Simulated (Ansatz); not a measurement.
Species: C3H5Cl, SMILES `ClC1CC1` (charge 0, multiplicity 1).

Task: Give a relaxed geometry from Ansatz (a quantum-chemistry and plane-wave program) with PBE0-D3(BJ)/def2-TZVP.

Result: the end point of this relaxation (outside a Z-matrix the atoms follow the SMILES, hydrogens last).
Bond lengths (Å): Cl1–C2 1.753, C2–C3 1.488, C2–C4 1.488, C2–H5 1.081, C3–C4 1.503, C3–H6 1.082, C3–H7 1.083, C4–H8 1.082, C4–H9 1.083. Angles (°): Cl1–C2–C3 119.3, Cl1–C2–C4 119.3, Cl1–C2–H5 111.2, C3–C2–C4 60.7, C3–C2–H5 119.1, C4–C2–H5 119.1, C2–C3–C4 59.7, C2–C3–H6 117.1, C2–C3–H7 117.6, C4–C3–H6 117.3, C4–C3–H7 119.1, H6–C3–H7 115.0, C2–C4–C3 59.7, C2–C4–H8 117.1, C2–C4–H9 117.6, C3–C4–H8 117.3, C3–C4–H9 119.1, H8–C4–H9 115.0.
